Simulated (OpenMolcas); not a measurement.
A calculation on Nd4+.

| Quantity | Value |
| --- | --- |
| Program | OpenMolcas 26.06 |
| Method | CASSCF |
| Basis | ANO-RCC-VTZP [8s7p5d3f2g1h] |
| Scalar Hamiltonian | DKH2, point nucleus |
| Active space | 2 electrons in 14 orbitals (4f 5f) |
| State averaging | 2S+1 = 3 even, 18 roots; 2S+1 = 1 even, 27 roots |
| Spin-orbit coupling | RASSI with atomic mean-field integrals over the reference wave functions, term energies averaged over their components |

Q: Which level of the active space comes out lowest?

A: 4f² ³H₄, with 97 % of that term; it is also the measured ground level.

Q: How high does 4f² ³H₅ lie?

A: 0.3726 eV above the lowest level; measured 0.3514 eV above the ground level, so the calculation is off by +6 %.

Q: How high does 4f² ³H₆ lie?

A: 0.7603 eV above the lowest level; measured 0.7121 eV above the ground level, so the calculation is off by +7 %.

Q: How high does 4f² ³F₂ lie?

A: 0.9570 eV above the lowest level; measured 0.7307 eV above the ground level, so the calculation is off by +31 %.

Q: The level at 1.1938 eV has J = 4. What is it made of, and what is its g factor?

A: 52 % 4f² ¹G₄, 46 % 4f² ³F, 2 % 4f² ³H; g = 1.111, against 1.000 from Landé's formula for the pure leading term.

Measured values: the list in Carvajal Gallego et al., Mon. Not. R. Astron. Soc. 518, 332 (2023).

Without dynamic correlation excited terms often stand tens of per cent too high (terms of higher spin than the ground term too low), and those without a measured partner can miss by more than the paired ones. Active for correlation alone: 5f; no level in the range computed is led by a configuration that fills it, so any true level of that kind is missing. Computed and measured levels are paired by configuration, term and J; levels that our copy of the source lacks, or whose pairing is in doubt (as where it misses far off the trend of its configuration), stay unpaired and out of the deviations. Levels of configurations outside the active space are missing.
